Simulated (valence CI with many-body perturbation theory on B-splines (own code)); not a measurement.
E1 transitions of Ag XIV

Calculated by configuration interaction combined with many-body perturbation theory (CI+MBPT): six valence electrons over a frozen Dirac-Fock core [Ar] 3d10, radial functions for each j: 9 s, 9 p, 8 d, 6 f, 3 g, 1 h, with the one-electron correlation potential Σ1 (screened to all orders), the two-electron term Σ2, the three-electron term Σ3, Breit, model QED; selected single and double excitations, second order for the rest, scaled by the run's own slope (own B-spline code, finite nucleus).

No measured levels were compared; by estimate levels hold to about 250 cm⁻¹ or 0.2 % of their energy and the worst to 1 %, as in measured heavy ions of charge 2 to 7; those with d or f electrons hold less well. Among the levels kept, up to 1300 cm⁻¹ of a level comes from second order outside the variational space, and about a tenth of that is noise between levels of different J, which matters for small intervals.

Lines 51 to 85 of 85 in falling wavelength, among levels below 634510 cm⁻¹, chosen from the strongest by gf and those to the six lowest levels. Wavelengths and rates use the calculated energies, so an error of 1000 cm⁻¹ moves a line at 19.35 nm by 0.19 % and its rate by three times that or more. Electric multipoles are in the length gauge, E1 and E2 with the static RPA response of the core. Weak lines are less certain than strong ones. Lines between different terms over intervals too small for the method are left out, as are lines whose strength nearly cancels. The highest levels of a list are the least certain.

Names give the largest LS component (configuration and term), which can be under half, so a name can repeat, a term be missing and a line seem to break the LS rules; names also repeat where a configuration has a term twice. Letters in brackets count levels of one name in rising energy.

```
λ vac (nm)               Upper        Lower   A (s⁻¹)  S (a.u.)
     19.35  4s²4p³4d ³F°_2 [a]  4s²4p⁴ ³P_2  1.50e+09  2.69e-02
     19.24  4s²4p³4d ³F°_3 [b]  4s²4p⁴ ¹D_2  4.47e+09  1.10e-01
     19.23  4s²4p³4d ³F°_2 [b]  4s²4p⁴ ¹D_2  2.05e+09  3.61e-02
     19.21  4s²4p³4d ³P°_1 [a]  4s²4p⁴ ³P_1  4.72e+09  4.96e-02
     19.19  4s²4p³4d ³D°_1 [b]  4s²4p⁴ ³P_0  1.26e+10  1.32e-01
     19.14      4s²4p³4d ³P°_0  4s²4p⁴ ³P_1  8.55e+09  2.96e-02
     19.10  4s²4p³4d ³F°_3 [a]  4s²4p⁴ ³P_2  1.32e+09  3.18e-02
     18.93  4s²4p³4d ³D°_3 [b]  4s²4p⁴ ¹D_2  4.53e+09  1.06e-01
     18.91      4s²4p³4d ³G°_3  4s²4p⁴ ³P_2  4.03e+09  9.41e-02
     18.81      4s²4p³4d ³D°_2  4s²4p⁴ ³P_1  1.64e+09  2.70e-02
     18.65  4s²4p³4d ³P°_2 [a]  4s²4p⁴ ¹D_2  1.69e+10  2.71e-01
     18.57  4s²4p³4d ³F°_2 [b]  4s²4p⁴ ³P_1  1.53e+10  2.41e-01
     18.54  4s²4p³4d ³P°_1 [b]  4s²4p⁴ ¹D_2  2.03e+10  1.92e-01
     18.45  4s²4p³4d ³P°_1 [a]  4s²4p⁴ ³P_0  1.17e+08  1.09e-03
     18.26  4s²4p³4d ³D°_1 [b]  4s²4p⁴ ³P_2  1.34e+09  1.21e-02
     18.20      4s²4p³4d ³S°_1  4s²4p⁴ ¹D_2  9.53e+10  8.52e-01
     18.06  4s²4p³4d ³P°_2 [b]  4s²4p⁴ ¹D_2  3.65e+08  5.31e-03
     18.02  4s²4p³4d ³P°_2 [a]  4s²4p⁴ ³P_1  7.76e+09  1.12e-01
     17.94  4s²4p³4d ³D°_3 [c]  4s²4p⁴ ¹D_2  1.90e+08  3.80e-03
     17.92  4s²4p³4d ³P°_1 [b]  4s²4p⁴ ³P_1  1.61e+10  1.37e-01
     17.83      4s²4p³4d ¹D°_2  4s²4p⁴ ³P_2  5.38e+09  7.53e-02
     17.61      4s²4p³4d ³S°_1  4s²4p⁴ ³P_1  1.86e+10  1.50e-01
     17.59  4s²4p³4d ³P°_1 [a]  4s²4p⁴ ³P_2  2.43e+10  1.96e-01
     17.47  4s²4p³4d ³P°_2 [b]  4s²4p⁴ ³P_1  5.45e+08  7.18e-03
     17.25      4s²4p³4d ³D°_2  4s²4p⁴ ³P_2  1.29e+09  1.63e-02
     17.25  4s²4p³4d ³P°_1 [b]  4s²4p⁴ ³P_0  2.32e+10  1.77e-01
     17.05  4s²4p³4d ³F°_3 [b]  4s²4p⁴ ³P_2  4.95e+09  8.47e-02
     17.05  4s²4p³4d ³F°_2 [b]  4s²4p⁴ ³P_2  2.13e+10  2.60e-01
     16.97      4s²4p³4d ³S°_1  4s²4p⁴ ³P_0  1.52e+10  1.10e-01
     16.81  4s²4p³4d ³D°_3 [b]  4s²4p⁴ ³P_2  1.24e+10  2.03e-01
     16.59  4s²4p³4d ³P°_2 [a]  4s²4p⁴ ³P_2  1.55e+11  1.74e+00
     16.50  4s²4p³4d ³P°_1 [b]  4s²4p⁴ ³P_2  1.46e+11  9.74e-01
     16.23      4s²4p³4d ³S°_1  4s²4p⁴ ³P_2  5.78e+10  3.66e-01
     16.12  4s²4p³4d ³P°_2 [b]  4s²4p⁴ ³P_2  5.43e+10  5.62e-01
     16.02  4s²4p³4d ³D°_3 [c]  4s²4p⁴ ³P_2  2.81e+11  4.00e+00
```
